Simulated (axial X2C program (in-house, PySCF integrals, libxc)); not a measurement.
The numbers below are computed, except where a source is named.
**CBr⁻: input and output**

Program: an in-house all-electron X2C program for linear molecules (integrals from PySCF).

The run was started with this input:
```json
{
 "zs": [
  35,
  6
 ],
 "q": -1,
 "bas": [
  "dyall-acv3z",
  "dyall-av3z"
 ],
 "levels": [
  "PBE0",
  "HF",
  "TPSS"
 ],
 "cc": true,
 "r0": 1.89,
 "thr": -2.0,
 "nmax": 90,
 "npts": 10,
 "nst": 2,
 "ntry": 6
}
```
```bash
python so2c.py task.json out
```

Keys: zs atomic numbers; q charge; bas basis sets; levels methods; cc coupled cluster on or off; r0 starting distance in Å; thr threshold in hartree for freezing inner shells (an s shell follows its p shell); nmax most natural virtual spinors; npts points on the curve; nst determinants followed; ntry starts of the search. HF also brings MP2.

Output of the PBE0 step, with spin–orbit coupling, at R = 2.037 Å for the state Ω = 1. It starts from the PBE0 orbitals of the search at 2.037 Å.

```
two-component X2C + atomic mean field  PBE0
basis functions 176  fitting functions 932  grid points 5080
iter        total energy     max residual
   1      -2643.122021609     1.81e-05
   2      -2643.122021614     2.15e-05
   3      -2643.122021625     4.41e-06
   4      -2643.122021626     2.85e-06
converged
one-electron -3790.64167268  Coulomb 1192.04904996  exact exchange -24.08957190  xc functional -73.99973656  nuclear repulsion 54.55435164  atomic mean-field constant -0.99444208
```
Energies are in hartree; totals compare only within one Hamiltonian and basis.
